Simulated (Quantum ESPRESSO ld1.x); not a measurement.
The run below uses ld1.x (Quantum ESPRESSO 7.5).

```
 &input
    zed=82.0,
    iswitch=1,
    rel=1,
    lsd=1,
    dft='SLA-VWN',
    config='[Hg] 6p2 7s0 5f0',
    verbosity='high',
    prefix='ld1',
    max_out_wfc=37,
    file_charge='ld1.rho',
 /
```

Output (excerpt):

```
     Program LD1 v.7.5 starts

     --------------------------- All-electron run ----------------------------

     scalar relativistic calculation

     atomic number is 82.00
     dft =SLA-VWN   lsd =1 sic =0 latt =0  beta=0.20 tr2=1.0E-14
     Exchange-correlation= SLA-VWN
                           (   1   2   0   0   0   0   0)
     mesh =2127 r(mesh) =  99.61181 a.u. xmin = -8.00 dx = 0.00800
     1 Ry =  13.60569312 eV, c = 137.03599908

     n l     nl                  e(Ry)          e(Ha)          e(eV)
     1 0     1S 1( 1.00)   -6472.966732845   -3236.483366422 -88069.1989624
     2 0     2S 1( 1.00)   -1157.846504290    -578.923252145 -15753.3042209
     2 1     2P 1( 3.00)    -993.390351104    -496.695175552 -13515.7642685
     3 0     3S 1( 1.00)    -277.909769931    -138.954884965  -3781.1550456
     3 1     3P 1( 3.00)    -230.770515895    -115.385257947  -3139.7928211
     4 0     4S 1( 1.00)     -62.856669072     -31.428334536   -855.2085501
     4 1     4P 1( 3.00)     -47.407215242     -23.703607621   -645.0080224
     3 2     3D 1( 5.00)    -182.653854429     -91.326927215  -2485.1322911
     5 0     5S 1( 1.00)     -10.608151564      -5.304075782   -144.3312548
     5 1     5P 1( 3.00)      -6.311538263      -3.155769132    -85.8728527
     4 2     4D 1( 5.00)     -29.534018780     -14.767009390   -401.8307962
     6 0     6S 1( 1.00)      -0.927158118      -0.463579059    -12.6146288
     5 2     5D 1( 5.00)      -1.563718820      -0.781859410    -21.2754784
     4 3     4F 1( 7.00)      -9.785920926      -4.892960463   -133.1442370
     6 1     6P 1( 2.00)      -0.298580146      -0.149290073     -4.0623898
     7 0     7S 1( 0.00)      -0.046814403      -0.023407201     -0.6369424
     5 3     5F 1( 0.00)       0.001209371       0.000604686      0.0164543
     1 0     1S 2( 1.00)   -6472.965257803   -3236.482628901 -88069.1788935
     2 0     2S 2( 1.00)   -1157.845999422    -578.922999711 -15753.2973518
     2 1     2P 2( 3.00)    -993.389453497    -496.694726748 -13515.7520559
     3 0     3S 2( 1.00)    -277.908964572    -138.954482286  -3781.1440881
     3 1     3P 2( 3.00)    -230.769623075    -115.384811538  -3139.7806737
     4 0     4S 2( 1.00)     -62.855394172     -31.427697086   -855.1912042
     4 1     4P 2( 3.00)     -47.405811845     -23.702905922   -644.9889282
     3 2     3D 2( 5.00)    -182.653088640     -91.326544320  -2485.1218720
     5 0     5S 2( 1.00)     -10.604763384      -5.302381692   -144.2851562
     5 1     5P 2( 3.00)      -6.307445527      -3.153722764    -85.8171682
     4 2     4D 2( 5.00)     -29.532460537     -14.766230268   -401.8095952
     6 0     6S 2( 1.00)      -0.864356865      -0.432178432    -11.7601743
     5 2     5D 2( 5.00)      -1.549097769      -0.774548884    -21.0765489
     4 3     4F 2( 7.00)      -9.784173310      -4.892086655   -133.1204595
     6 1     6P 2( 0.00)      -0.225760066      -0.112880033     -3.0716222
     7 0     7S 2( 0.00)      -0.029769142      -0.014884571     -0.4050298
     5 3     5F 2( 0.00)       0.001209371       0.000604686      0.0164543

     final scf error:  4.7E-15 reached in  28 iterations

     Etot =  -41741.491546 Ry,  -20870.745773 Ha, -567921.924473 eV
     Total magnetization:    2.00 Bohr mag.

     Ekin =   47183.663703 Ry,   23591.831851 Ha,  641966.448760 eV
     Encl = -104253.584013 Ry,  -52126.792006 Ha,-1418442.271050 eV
     Eh   =   16078.987136 Ry,    8039.493568 Ha,  218765.764707 eV
     Exc  =    -750.558373 Ry,    -375.279186 Ha,  -10211.866889 eV

     normalization and overlap integrals

     s(1S/1S) =  1.000000  <r> =   0.0161  <r2> =    0.0004  r(max) =   0.0098
     s(1S/2S) = -0.040809
     s(1S/3S) = -0.017899
     s(1S/4S) = -0.008913
     s(1S/5S) = -0.004114
     s(1S/6S) = -0.001393
     s(1S/7S) = -0.000400
     s(2S/2S) =  1.000000  <r> =   0.0676  <r2> =    0.0054  r(max) =   0.0571
     s(2S/3S) = -0.011574
     s(2S/4S) = -0.005489
     s(2S/5S) = -0.002507
     s(2S/6S) = -0.000847
     s(2S/7S) = -0.000243
     s(2P/2P) =  1.000000  <r> =   0.0615  <r2> =    0.0046  r(max) =   0.0475
     s(2P/3P) = -0.008985
     s(2P/4P) = -0.004041
     s(2P/5P) = -0.001713
     s(2P/6P) = -0.000433
     s(3S/3S) =  1.000000  <r> =   0.1746  <r2> =    0.0349  r(max) =   0.1616
     s(3S/4S) = -0.004021
     s(3S/5S) = -0.001771
     s(3S/6S) = -0.000595
     s(3S/7S) = -0.000171
     s(3P/3P) =  1.000000  <r> =   0.1766  <r2> =    0.0362  r(max) =   0.1616
     s(3P/4P) = -0.003359
     s(3P/5P) = -0.001375
     s(3P/6P) = -0.000346
     s(4S/4S) =  1.000000  <r> =   0.3845  <r2> =    0.1668  r(max) =   0.3625
     s(4S/5S) = -0.001258
     s(4S/6S) = -0.000415
     s(4S/7S) = -0.000119
     s(4P/4P) =  1.000000  <r> =   0.4103  <r2> =    0.1912  r(max) =   0.3834
     s(4P/5P) = -0.000993
     s(4P/6P) = -0.000246
     s(3D/3D) =  1.000000  <r> =   0.1600  <r2> =    0.0299  r(max) =   0.1312
     s(3D/4D) = -0.002460
     s(3D/5D) = -0.000783
     s(5S/5S) =  1.000000  <r> =   0.8525  <r2> =    0.8145  r(max) =   0.7876
     s(5S/6S) = -0.000250
     s(5S/7S) = -0.000071
     s(5P/5P) =  1.000000  <r> =   0.9766  <r2> =    1.0766  r(max) =   0.8810
     s(5P/6P) = -0.000141
     s(4D/4D) =  1.000000  <r> =   0.4312  <r2> =    0.2146  r(max) =   0.3896
     s(4D/5D) = -0.000623
     s(6S/6S) =  1.000000  <r> =   2.3140  <r2> =    6.0824  r(max) =   1.9607
     s(6S/7S) = -0.000029
     s(5D/5D) =  1.000000  <r> =   1.3109  <r2> =    2.0077  r(max) =   1.0760
     s(4F/4F) =  1.000000  <r> =   0.4539  <r2> =    0.2468  r(max) =   0.3483
     s(6P/6P) =  1.000000  <r> =   3.3075  <r2> =   12.6958  r(max) =   2.6572
     s(7S/7S) =  1.000000  <r> =   7.5559  <r2> =   66.1680  r(max) =   6.2045
     s(5F/5F) =  0.000000  <r> =   0.0000  <r2> =    0.0000  r(max) =  99.6118
     s(1S/1S) =  1.000000  <r> =   0.0161  <r2> =    0.0004  r(max) =   0.0098
     s(1S/2S) = -0.040809
     s(1S/3S) = -0.017899
     s(1S/4S) = -0.008913
     s(1S/5S) = -0.004114
     s(1S/6S) = -0.001420
     s(1S/7S) = -0.000329
     s(2S/2S) =  1.000000  <r> =   0.0676  <r2> =    0.0054  r(max) =   0.0571
     s(2S/3S) = -0.011574
     s(2S/4S) = -0.005489
     s(2S/5S) = -0.002507
     s(2S/6S) = -0.000863
     s(2S/7S) = -0.000200
     s(2P/2P) =  1.000000  <r> =   0.0615  <r2> =    0.0046  r(max) =   0.0475
     s(2P/3P) = -0.008985
     s(2P/4P) = -0.004041
     s(2P/5P) = -0.001714
     s(2P/6P) = -0.000430
     s(3S/3S) =  1.000000  <r> =   0.1746  <r2> =    0.0349  r(max) =   0.1616
     s(3S/4S) = -0.004021
     s(3S/5S) = -0.001771
     s(3S/6S) = -0.000606
     s(3S/7S) = -0.000141
     s(3P/3P) =  1.000000  <r> =   0.1766  <r2> =    0.0362  r(max) =   0.1616
     s(3P/4P) = -0.003359
     s(3P/5P) = -0.001375
     s(3P/6P) = -0.000343
     s(4S/4S) =  1.000000  <r> =   0.3845  <r2> =    0.1668  r(max) =   0.3625
     s(4S/5S) = -0.001258
     s(4S/6S) = -0.000423
     s(4S/7S) = -0.000098
     s(4P/4P) =  1.000000  <r> =   0.4103  <r2> =    0.1912  r(max) =   0.3834
     s(4P/5P) = -0.000993
     s(4P/6P) = -0.000244
     s(3D/3D) =  1.000000  <r> =   0.1600  <r2> =    0.0299  r(max) =   0.1312
     s(3D/4D) = -0.002460
     s(3D/5D) = -0.000787
     s(5S/5S) =  1.000000  <r> =   0.8524  <r2> =    0.8143  r(max) =   0.7876
     s(5S/6S) = -0.000254
     s(5S/7S) = -0.000058
     s(5P/5P) =  1.000000  <r> =   0.9761  <r2> =    1.0751  r(max) =   0.8810
     s(5P/6P) = -0.000140
     s(4D/4D) =  1.000000  <r> =   0.4312  <r2> =    0.2146  r(max) =   0.3896
     s(4D/5D) = -0.000626
     s(6S/6S) =  1.000000  <r> =   2.2918  <r2> =    5.9755  r(max) =   1.9450
     s(6S/7S) = -0.000025
     s(5D/5D) =  1.000000  <r> =   1.3021  <r2> =    1.9758  r(max) =   1.0760
     s(4F/4F) =  1.000000  <r> =   0.4539  <r2> =    0.2468  r(max) =   0.3483
     s(6P/6P) =  1.000000  <r> =   3.4085  <r2> =   13.6949  r(max) =   2.6360
     s(7S/7S) =  1.000000  <r> =   8.5236  <r2> =   85.2464  r(max) =   6.7753
     s(5F/5F) =  0.000000  <r> =   0.0000  <r2> =    0.0000  r(max) =  99.6118

     ------------------------ End of All-electron run ------------------------
```

Run on one thread of a shared host, so times are rough (Intel(R) Xeon(R) Processor @ 2.60GHz): 1.3 s of CPU time, 1.4 s wall, 28 iterations on 2127 mesh points.
